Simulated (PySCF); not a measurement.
## Spin-rotation constants: SMILES CC#C[PH2+]C(C)(C)C, [C7H14P]+, charge +1

Geometry (Å), atoms numbered from 1 in this order:
```xyz
22

C     4.050    0.478    0.431
C     2.767   -0.048    0.101
C     1.681   -0.504   -0.184
P     0.128   -1.132   -0.589
C    -1.292   -0.051   -0.109
C    -1.251    0.125    1.408
C    -2.563   -0.774   -0.555
C    -1.117    1.281   -0.837
H     4.667    0.538   -0.465
H     4.541   -0.170    1.156
H     3.947    1.475    0.860
H     0.001   -2.373   -0.004
H     0.097   -1.365   -1.947
H    -1.349   -0.832    1.920
H    -0.321    0.597    1.725
H    -2.076    0.759    1.724
H    -2.573   -0.933   -1.632
H    -3.432   -0.172   -0.299
H    -2.668   -1.738   -0.056
H    -1.116    1.143   -1.919
H    -1.941    1.945   -0.586
H    -0.189    1.770   -0.545
```

Total charge +1.

Computed with GIAO CAM-B3LYP/3-21G magnetisability, rotational g tensor and spin-rotation constants, non-relativistic, gas phase (PySCF 2.14.0). Geometry: GFN2-xTB.

For an ion the centre-of-mass motion in the field is neglected.

(1) Give the nuclear spin-rotation constants along the inertial axes (H = +C I·J) beside the isotropic shieldings.

Results:

(1) Rotational constants 3.2405, 0.8286, 0.7827 GHz. A star marks the isotopologue with that one atom substituted, in its own axes.
| atom | isotope | Caa (kHz) | Cbb (kHz) | Ccc (kHz) | mean (kHz) | σ (ppm) |
| --- | --- | --- | --- | --- | --- | --- |
| P4 | 31P | 2.763 | 0.762 | 0.807 | 1.444 | 572.4 |
| H9 | 1H | -0.292 | -0.095 | -0.040 | -0.142 | 30.6 |
| H10 | 1H | -0.306 | -0.102 | -0.030 | -0.146 | 30.6 |
| H11 | 1H | -0.413 | 0.002 | -0.104 | -0.172 | 30.7 |
| H12 | 1H | -0.438 | -0.063 | -0.025 | -0.175 | 27.8 |
| H13 | 1H | -0.438 | -0.064 | -0.024 | -0.175 | 27.8 |
| H14 | 1H | -0.442 | -0.075 | -0.033 | -0.183 | 31.5 |
| H15 | 1H | -0.073 | -0.082 | -0.107 | -0.087 | 31.0 |
| H16 | 1H | -0.210 | -0.048 | -0.106 | -0.121 | 31.0 |
| H17 | 1H | -0.404 | -0.080 | -0.037 | -0.174 | 31.5 |
| H18 | 1H | -0.157 | -0.057 | -0.108 | -0.108 | 30.8 |
| H19 | 1H | -0.403 | -0.081 | -0.037 | -0.173 | 31.5 |
| H20 | 1H | -0.444 | -0.075 | -0.032 | -0.184 | 31.6 |
| H21 | 1H | -0.209 | -0.048 | -0.106 | -0.121 | 31.0 |
| H22 | 1H | -0.074 | -0.082 | -0.107 | -0.087 | 31.0 |
| C1 | 13C* | 0.242 | 0.072 | 0.070 | 0.128 | 201.9 |
| C2 | 13C* | 0.258 | 0.260 | 0.280 | 0.266 | 91.4 |
| C3 | 13C* | 0.140 | 0.150 | 0.165 | 0.152 | 161.9 |
| C5 | 13C* | 0.398 | 0.107 | 0.112 | 0.206 | 170.2 |
| C6 | 13C* | 0.410 | 0.095 | 0.075 | 0.194 | 183.3 |

For the geometry as given, no vibrational averaging.
